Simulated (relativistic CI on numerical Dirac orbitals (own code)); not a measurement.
**Charge states of molybdenum**

Method of calculation: Dirac-Coulomb-Breit CI, KLI orbitals optimised for each configuration, QED by a radiative potential, valence Slater integrals scaled by 0.9 (own radial code, finite nucleus).

Each species is treated in one configuration, given outside its closed core. Radial values are for the open shell of highest l, unscaled and averaged over j; ζ includes the Breit term. Labels give the leading LS character, summed over repeated terms.

```tsv
Ion	Configuration	Its lowest level	LS weight (%)	⟨r⟩ (bohr)	⟨r²⟩ (bohr²)	ζ (cm⁻¹)	g_J	g√(J(J+1))
Mo²⁴⁺	3s2 3p6	1S_0	100					0.00
Mo²⁵⁺	3s2 3p5	2P°_3/2	100	0.3739	0.1612	125700	1.331	2.58
Mo²⁶⁺	3s2 3p4	3P_2	78	0.3703	0.1581	128600	1.387	3.40
Mo²⁷⁺	3s2 3p3	J = 3/2 (mixed)	47	0.3668	0.1551	131500	1.542	2.99
Mo²⁸⁺	3s2 3p2	3P_0	80	0.3633	0.1521	134500		0.00
Mo²⁹⁺	3s2 3p	2P°_1/2	100	0.36	0.1494	137600	0.661	0.57
Mo³⁰⁺	3s2	1S_0	100					0.00
Mo³¹⁺	3s	2S_1/2	100	0.3656	0.152		1.997	1.73
Mo³²⁺	2s2 2p6	1S_0	100					0.00
Mo³³⁺	2s2 2p5	2P°_3/2	100	0.1292	0.02025	589600	1.324	2.56
Mo³⁴⁺	2s2 2p4	3P_2	74	0.1278	0.01979	604400	1.360	3.33
Mo³⁵⁺	2s2 2p3	J = 3/2 (mixed)	42	0.1264	0.01936	619600	1.430	2.77
Mo³⁶⁺	2s2 2p2	3P_0	75	0.1251	0.01894	635000		0.00
Mo³⁷⁺	2s2 2p	2P°_1/2	100	0.1239	0.01855	650800	0.651	0.56
Mo³⁸⁺	2s2	1S_0	100					0.00
Mo³⁹⁺	2s	2S_1/2	100	0.1422	0.02373		1.987	1.72
Mo⁴⁰⁺	1s2	1S_0	100					0.00
```
